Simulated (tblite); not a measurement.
Compound: C6H9BF2.
Atom-mapped SMILES: `[CH2:1]=[C:2]([CH3:3])/[CH:4]=[C:5](\[BH:6][F:7])[CH2:8][F:9]` (hydrogens: H10, H11 on C1; H12, H13, H14 on C3; H15 on C4; H16 on B6; H17, H18 on C8)

Computed with GFN2-xTB (tblite), gas phase: L-BFGS steps from a force-field or distance-geometry start until the largest atomic force falls under 0.01 eV/Å.

Step 38: E = -765.4023 eV
```
atom  x, y, z in Å  |  force x, y, z in eV/Å
C1      1.8416   -1.6592   -1.1280    0.000  -0.010   0.022
C2      1.1933   -0.6701   -0.5074   -0.009  -0.016   0.031
C3      1.9300    0.5032    0.0629    0.007  -0.009   0.008
C4     -0.2522   -0.7291   -0.3810   -0.007  -0.016   0.005
C5     -1.0594    0.2083    0.1419   -0.021  -0.027  -0.008
B6     -0.6907    1.5604    0.8274   -0.015   0.073  -0.031
F7     -1.2617    2.6571    0.3592    0.004   0.001   0.043
C8     -2.5600    0.0418    0.0576   -0.011   0.005  -0.018
F9     -2.9490   -1.1111   -0.5760    0.020   0.004   0.016
H10     1.3291   -2.5228   -1.5184    0.001   0.039   0.001
H11     2.9112   -1.6425   -1.2535   -0.013  -0.007  -0.003
H12     2.9631    0.5202   -0.2793   -0.057  -0.002  -0.017
H13     1.4407    1.4363   -0.2236    0.030  -0.036   0.018
H14     1.9288    0.4417    1.1504    0.021   0.018  -0.035
H15    -0.7004   -1.6147   -0.8165   -0.012   0.022  -0.014
H16    -0.0664    1.6890    1.8103    0.038   0.027   0.038
H17    -3.0112    0.0198    1.0588    0.029  -0.042  -0.028
H18    -2.9955    0.8779   -0.5035   -0.003  -0.025  -0.028
```

Step 39: E = -765.4030 eV
```
atom  x, y, z in Å  |  force x, y, z in eV/Å
C1      1.8416   -1.6596   -1.1270   -0.007  -0.004   0.028
C2      1.1922   -0.6726   -0.5041    0.008   0.020   0.021
C3      1.9300    0.5014    0.0638    0.024   0.021   0.014
C4     -0.2533   -0.7285   -0.3791    0.008  -0.020   0.007
C5     -1.0608    0.2096    0.1420   -0.002  -0.021  -0.009
B6     -0.6908    1.5625    0.8267   -0.019   0.063  -0.022
F7     -1.2666    2.6585    0.3611    0.025  -0.018   0.063
C8     -2.5608    0.0425    0.0562   -0.011  -0.004  -0.019
F9     -2.9497   -1.1105   -0.5761    0.023  -0.017  -0.003
H10     1.3296   -2.5230   -1.5181    0.001   0.031  -0.002
H11     2.9113   -1.6402   -1.2535   -0.024  -0.012   0.001
H12     2.9616    0.5204   -0.2840   -0.061  -0.008  -0.014
H13     1.4399    1.4355   -0.2200    0.028  -0.056   0.021
H14     1.9361    0.4412    1.1516    0.013   0.011  -0.046
H15    -0.6999   -1.6134   -0.8164   -0.033   0.005  -0.016
H16    -0.0609    1.6873    1.8080    0.015   0.042   0.011
H17    -3.0118    0.0180    1.0567    0.020  -0.023  -0.011
H18    -2.9964    0.8771   -0.5062   -0.009  -0.009  -0.023
```

Step 40: E = -765.4037 eV
```
atom  x, y, z in Å  |  force x, y, z in eV/Å
C1      1.8411   -1.6596   -1.1252   -0.013   0.002   0.027
C2      1.1911   -0.6741   -0.5004    0.019   0.043   0.009
C3      1.9309    0.4999    0.0646    0.015   0.011   0.012
C4     -0.2545   -0.7274   -0.3775    0.016  -0.018   0.009
C5     -1.0627    0.2112    0.1419    0.022  -0.005  -0.008
B6     -0.6909    1.5652    0.8257   -0.004   0.000   0.008
F7     -1.2683    2.6603    0.3633    0.016   0.010   0.055
C8     -2.5621    0.0426    0.0549   -0.005  -0.013  -0.017
F9     -2.9496   -1.1113   -0.5757    0.023  -0.039  -0.024
H10     1.3300   -2.5221   -1.5180   -0.007   0.016  -0.005
H11     2.9104   -1.6382   -1.2532   -0.019  -0.015   0.005
H12     2.9596    0.5191   -0.2872   -0.013  -0.015  -0.029
H13     1.4419    1.4334   -0.2182   -0.002  -0.022   0.009
H14     1.9426    0.4427    1.1516    0.005   0.000  -0.011
H15    -0.7002   -1.6107   -0.8175   -0.045  -0.013  -0.014
H16    -0.0569    1.6852    1.8063   -0.001   0.054  -0.012
H17    -3.0122    0.0150    1.0550    0.009  -0.003   0.009
H18    -2.9990    0.8751   -0.5088   -0.015   0.007  -0.021
```

Step 41: E = -765.4043 eV
```
atom  x, y, z in Å  |  force x, y, z in eV/Å
C1      1.8421   -1.6615   -1.1236   -0.011   0.009   0.021
C2      1.1915   -0.6779   -0.4964    0.016   0.043  -0.005
C3      1.9296    0.4974    0.0661    0.026   0.037   0.006
C4     -0.2538   -0.7307   -0.3729    0.012  -0.006   0.006
C5     -1.0610    0.2111    0.1428    0.025   0.020  -0.007
B6     -0.6904    1.5677    0.8244   -0.008  -0.014   0.030
F7     -1.2852    2.6586    0.3713    0.040  -0.014   0.066
C8     -2.5605    0.0458    0.0514    0.002  -0.021  -0.015
F9     -2.9493   -1.1076   -0.5790    0.024  -0.049  -0.038
H10     1.3325   -2.5238   -1.5172   -0.020  -0.001  -0.006
H11     2.9108   -1.6378   -1.2557   -0.015  -0.011   0.012
H12     2.9534    0.5279   -0.2995   -0.016  -0.021  -0.018
H13     1.4291    1.4289   -0.2053    0.009  -0.032   0.012
H14     1.9548    0.4339    1.1525    0.009   0.005  -0.012
H15    -0.7007   -1.6129   -0.8135   -0.045  -0.019  -0.009
H16    -0.0462    1.6908    1.8000   -0.029   0.056  -0.047
H17    -3.0122    0.0175    1.0503   -0.001   0.012   0.017
H18    -2.9934    0.8788   -0.5143   -0.019   0.005  -0.013
```

Task: Estimate the geometry and energy of step 42. (The exact step hangs on the optimiser's Hessian estimate; all steps are aligned on step 41, rigid shifts and turns removed.)

Result: E = -765.4048 eV, largest force 0.069 eV/Å
```
atom  x, y, z in Å  |  force x, y, z in eV/Å
C1      1.8417   -1.6616   -1.1221   -0.008   0.006   0.010
C2      1.1916   -0.6779   -0.4948    0.005   0.023  -0.010
C3      1.9301    0.4972    0.0667    0.006   0.011  -0.004
C4     -0.2536   -0.7311   -0.3716    0.003   0.001   0.000
C5     -1.0608    0.2116    0.1428    0.016   0.024  -0.008
B6     -0.6905    1.5688    0.8243    0.005  -0.054   0.042
F7     -1.2871    2.6587    0.3748    0.017   0.019   0.044
C8     -2.5604    0.0458    0.0501    0.007  -0.021  -0.011
F9     -2.9482   -1.1083   -0.5801    0.025  -0.040  -0.035
H10     1.3328   -2.5233   -1.5173   -0.029  -0.005  -0.003
H11     2.9099   -1.6379   -1.2559   -0.002  -0.008   0.015
H12     2.9512    0.5285   -0.3024    0.026  -0.019  -0.028
H13     1.4278    1.4264   -0.2027   -0.009   0.012   0.000
H14     1.9582    0.4334    1.1520    0.012   0.002   0.023
H15    -0.7020   -1.6124   -0.8135   -0.031  -0.012   0.000
H16    -0.0442    1.6927    1.7981   -0.022   0.051  -0.039
H17    -3.0120    0.0171    1.0493   -0.004   0.014   0.012
H18    -2.9935    0.8787   -0.5161   -0.016  -0.002  -0.008
```

The energy changes by -0.0005 eV. The first-order estimate −F·Δx gives -0.0007 eV and the mean of the old and new forces, exact on a quadratic surface, -0.0005 eV. The step makes an angle of 64° with the force vector and moves no atom by more than 0.004 Å.

The cost below is that of the whole relaxation. The run took 2.6 s wall, 2.3 s CPU on Intel Xeon at 2.50 GHz, one thread, no GPU (shared host).
